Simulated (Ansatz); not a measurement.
Geometry optimisation, RKS BHLYP-D4/def2-SVP in Ansatz 0.2.0.

Input:

```yaml
crystal:
  periodic: [false, false, false]
  atoms:
    - { symbol: Ta, position_ang: [-0.292905, 0.240653, 0.132214] }
    - { symbol: F, position_ang: [1.598125, 0.231428, 0.372625] }
    - { symbol: Cl, position_ang: [-0.402394, 0.578034, 2.420869] }
    - { symbol: Cl, position_ang: [0.195347, -0.555467, -2.007246] }
    - { symbol: Cl, position_ang: [-1.061093, 2.269379, -0.498848] }
    - { symbol: Cl, position_ang: [-2.091979, -1.174194, 0.241572] }
    - { symbol: O, position_ang: [1.266871, -2.424648, 0.974092] }
    - { symbol: H, position_ang: [1.406655, -3.010637, 0.233245] }
    - { symbol: H, position_ang: [2.002174, -1.782647, 0.921476] }
basis:
  gaussian: { orbitals: def2-SVP }
hamiltonian:
  xc: { name: BHLYP }
  dispersion: d4
relax:
  f_tol: 0.03
  max_steps: 50
output:
  orbitals: {}
```

Command:

```bash
$ ansatz run input.yaml --threads 4 --pin off --max-ram 5120MiB --backend cpu --events-out ev --progress --plain --runs-dir out
```

Task: Where does it end, and by what steps?

Result: The forces met the threshold. After 15 steps the energy has fallen by 0.696 eV; H8 moved furthest, 0.86 Å. Joined: Ta1–O7 (3.20 → 2.28 Å).

```
step  energy less start (eV)  largest force component (eV/Å)  accepted
   0                  0.0000                           1.117       yes
   1                 -0.1328                           1.477       yes
   2                 -0.3448                           1.869       yes
   3                 -0.5675                           1.234       yes
   4                 -0.6245                           0.836       yes
   5                 -0.6292                           1.202       yes
   6                 -0.6789                           0.319       yes
   7                 -0.6830                           0.131       yes
   8                 -0.6874                           0.263       yes
   9                 -0.6900                           0.402       yes
  10                 -0.6935                           0.190       yes
  11                 -0.6895                           0.150        no
  12                 -0.6958                           0.127       yes
  13                 -0.6963                           0.063       yes
  14                 -0.6959                           0.138        no
  15                 -0.6965                           0.016       yes
```

```xyz
9
Properties=species:S:1:pos:R:3
Ta -0.060 0.041 0.185
F 1.748 0.522 0.364
Cl -0.297 0.396 2.479
Cl 0.452 -0.602 -2.020
Cl -1.067 1.987 -0.426
Cl -1.837 -1.478 0.211
O 1.031 -1.872 0.760
H 0.665 -2.739 0.580
H 1.985 -1.882 0.658
```

Whether the end is a true minimum wasn't checked by a vibrational analysis.

Run time: 40 s on 4 threads of INTEL(R) XEON(R) PLATINUM 8581C CPU @ 2.30GHz (Emerald Rapids), with other jobs on the host, peak memory 0.51 GiB.
